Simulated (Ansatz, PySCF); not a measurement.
2-(furan-2-yl)-1,3-thiazole (C7H5NOS), SMILES c1coc(-c2nccs2)c1. Atoms are numbered in the order given.

```xyz
15

C     -0.5543    -3.1584     0.0000
C      0.7858    -2.8802     0.0000
O      0.9877    -1.5388     0.0000
C     -0.2362    -0.9393     0.0000
C     -0.2853     0.5037     0.0000
N     -1.3914     1.2031     0.0000
C     -1.1283     2.5433     0.0000
C      0.1989     2.8929     0.0000
S      1.1859     1.4710     0.0000
C     -1.2244    -1.8951     0.0000
H     -1.0094    -4.1463     0.0000
H      1.6792    -3.4983     0.0000
H     -1.9553     3.2555     0.0000
H      0.6388     3.8881     0.0000
H     -2.2923    -1.6949     0.0000
```
Charge 0, spin multiplicity 1.

Geometry: B3LYP-D3(BJ)/def2-SVP. Other conformers were not sampled.

Two levels are set side by side: PBE-D3(BJ)/def2-SVP (Ansatz, an electronic-structure program) and B3LYP-D3(BJ)/def2-SVP (Ansatz). Each level has its own optimised geometry; the coordinates shown are those of the second. Frequencies come from the Hessian of PySCF at each geometry. Differences are taken from unrounded values.

| quantity | B3LYP-D3(BJ) | PBE-D3(BJ) | PBE-D3(BJ) minus B3LYP-D3(BJ) |
|---|---|---|---|
| mean bond length (Å) | 1.332 | 1.339 | 0.007 |
| bond C1–C2 (Å) | 1.369 | 1.378 | 0.009 |
| bond C1–C10 (Å) | 1.430 | 1.430 | 0.000 |
| bond C2–O3 (Å) | 1.357 | 1.363 | 0.006 |
| bond O3–C4 (Å) | 1.363 | 1.370 | 0.007 |
| bond C4–C5 (Å) | 1.444 | 1.443 | -0.001 |
| bond C4–C10 (Å) | 1.375 | 1.385 | 0.011 |
| bond C5–N6 (Å) | 1.309 | 1.319 | 0.010 |
| bond C5–S9 (Å) | 1.761 | 1.771 | 0.010 |
| bond N6–C7 (Å) | 1.366 | 1.367 | 0.001 |
| bond C7–C8 (Å) | 1.372 | 1.383 | 0.011 |
| bond C8–S9 (Å) | 1.731 | 1.731 | 0.001 |
| bond C1–H11 (Å) | 1.088 | 1.095 | 0.008 |
| bond C2–H12 (Å) | 1.086 | 1.094 | 0.008 |
| bond C7–H13 (Å) | 1.091 | 1.100 | 0.008 |
| bond C8–H14 (Å) | 1.088 | 1.096 | 0.008 |
| bond C10–H15 (Å) | 1.086 | 1.094 | 0.008 |
| highest harmonic wavenumber (cm⁻¹) | 3284 | 3219 | -65 |
| mean harmonic wavenumber (cm⁻¹) | 1195 | 1163 | -32 |
| zero-point energy (kcal/mol) | 66.63 | 64.83 | -1.79 |

GGA bonds tend to be longer and softer than those of functionals with exact exchange. Differences between two approximate levels are no errors against the true value.
